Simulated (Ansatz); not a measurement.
Basis-set extrapolation for `FB1COB1F` (PBE0-D4/def2-TZVP geometry, frozen core, the Gaussian-basis code of Ansatz). Multiplicity 1, RHF reference.

|  | def2-TZVPP | def2-QZVPP |
| --- | --- | --- |
| HF | -362.411255 | -362.427485 |
| MP2 correlation | -1.068673 | -1.158528 |
| CCSD(T) correlation | -1.126422 | not run |

Energies in hartree. Use E(X) = E(∞) + A·exp(−7.88·√X) for Hartree–Fock and E(X) = E(∞) + B·X^(−2.97) for correlation, with X = 3 and 4, and add CCSD(T) minus MP2 of the smaller set to the MP2 limit.

What is the CCSD(T) energy at the basis-set limit?

HF limit: -362.427485 + (-0.016230) × 0.13774 = -362.42972. MP2 limit: -1.158528 + (-0.089855) × 0.74074 = -1.22509. Higher-order term: -1.126422 − (-1.068673) = -0.05775. Total: -363.71256 hartree, 459.2 kJ/mol below CCSD(T)/def2-TZVPP.
